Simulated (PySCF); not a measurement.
Potential energy of BiSe along the bond

Set-up: basis Bi def2-SVP with ECP60, Se def2-SVP; scalar-relativistic core potentials; PySCF 2.14. Energies in eV from Bi + Se in their ground configurations at the same level. State: ²Π (doublet), unpaired electrons π ↑.

All columns are PBE0. A positive dipole means Bi(−)Se(+).

```
R (Å)  E (eV)  μ (D)  Mulliken charge on Bi (basis-dependent)  HOMO (eV)  LUMO (eV)  Mayer bond order  ⟨S²⟩
2.102  -1.142  -1.59                                     0.22      -4.61      -2.97              2.25  0.75
2.200  -2.068  -1.97                                     0.24      -4.80      -3.17              2.24  0.75
2.297  -2.564  -2.33                                     0.25      -4.98      -3.36              2.24  0.76
2.371  -2.732  -2.58                                     0.26      -5.11      -3.50              2.23  0.76
2.444  -2.773  -2.80                                     0.27      -5.23      -3.63              2.22  0.77
2.517  -2.721  -2.98                                     0.27      -5.35      -3.74              2.16  0.82
2.615  -2.565  -3.06                                     0.27      -5.47      -3.80              1.97  1.01
2.737  -2.312  -3.05                                     0.25      -5.60      -3.77              1.67  1.26
2.884  -1.978  -3.09                                     0.24      -5.72      -3.70              1.39  1.48
3.079  -1.535  -3.20                                     0.23      -5.81      -3.59              1.12  1.68
```

A fit through these points gives, at Re = 2.436 Å, μ = -2.78 D and dμ/dR = -2.94 D/Å; the reduced mass is 57.81 u.

Problem. How strong is the fundamental in the double-harmonic approximation, I = 42.26·(dμ/dR)²/μred km/mol?

Solution. I = 42.26·(-2.94)²/57.81 = 6.32 km/mol at PBE0.

⟨S²⟩ of the unrestricted solution departs from its pure value on part of the curve, where spin states mix. These are scalar-relativistic numbers at best; spin–orbit coupling would shift them, the dissociation energy most. The state was picked by a PBE0 search and need not be the measured ground state.
